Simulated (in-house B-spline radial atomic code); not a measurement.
# KLI/ALDAx excitations of the cadmium ion Cd²⁺

Method: KLI/ALDAx. Computed with a B-spline radial code for spherical atoms: linear response of the closed shell [Kr] 4d10 with the adiabatic LDA exchange kernel on the exchange-only KLI potential; non-relativistic, point nucleus, no spin-orbit coupling, no double excitations, S, P, D and F terms only; shells from n = 2 respond. Only terms of natural parity with L up to 3 were computed.

Without relativity these are model numbers for so heavy an element.

Command:
```bash
python run_td.py task.json out
```
Settings (radii: box in bohr, nucleus in fm):
```
Z                        48
electrons                46
configuration            [Kr] 4d10
hamiltonian              nr
method                   kli
box_radius               29.48
intervals                81
```

Run time, properties included: 6.5 s on 1 thread of Arm Neoverse N1 (shared host).

The lowest states, in the order of their Tamm-Dancoff energies; the method's threshold (minus the highest occupied level) is 38.63 eV. Labels give the largest channel, * marks a mixed state, and oscillator strengths are full-response dipole values. Semilocal kernels can invert the small singlet-triplet splittings of Rydberg terms. Energies in eV:

```
     state  full response  Tamm-Dancoff  oscillator strength
4d → 5s 3D         11.449        11.472                    -
4d → 5s 1D         12.161        12.179                    -
4d → 5p 3P         17.640        17.674                    -
4d → 5p 3F         17.901        17.917                    -
4d → 5p 1F         18.293        18.296                    -
4d → 5p 1P              ?             ?                    ?
4d → 5d 3S         25.773        25.799                    -
4d → 5d 3D         26.318        26.323                    -
4d → 6s 3D         26.539        26.542                    -
4d → 5d 1D         26.535        26.544                    -
4d → 6s 1D         26.693        26.698                    -
4d → 5d 1S         27.813        27.992                    -
4d → 6p 3P              ?             ?                    -
4d → 6p 3F         28.618        28.622                    -
4d → 6p 1F         28.717        28.718                    -
4d → 6p 1P         28.854        28.870               0.0503
4d → 4f 3P          30.31         30.31                    -
4d → 4f 3F          30.44         30.44                    -
4d → 4f 1F          30.52         30.52                    -
4d → 4f 1P          30.73         30.75                0.497
4d → 6d 3S          31.51         31.51                    -
4d → 6d 3D          31.68         31.68                    -
```

Question: Where does 4d → 6p 3P lie?

Answer: At 28.553 eV in full response, 28.561 eV in Tamm-Dancoff.

Question: Where does 4d → 5p 1P lie?

Answer: At 18.986 eV in full response, 19.062 eV in Tamm-Dancoff, oscillator strength 0.738.

Question: How large is the singlet-triplet splitting of 4d → 5s (D terms) in Tamm-Dancoff?

Answer: 0.707 eV, from the unrounded values.

Question: What polarisabilities and dispersion coefficient does the method give?

Answer: Dipole 4.851 bohr³, quadrupole 16.86 bohr⁵, C6 24.07 hartree·bohr⁶ for two such species.
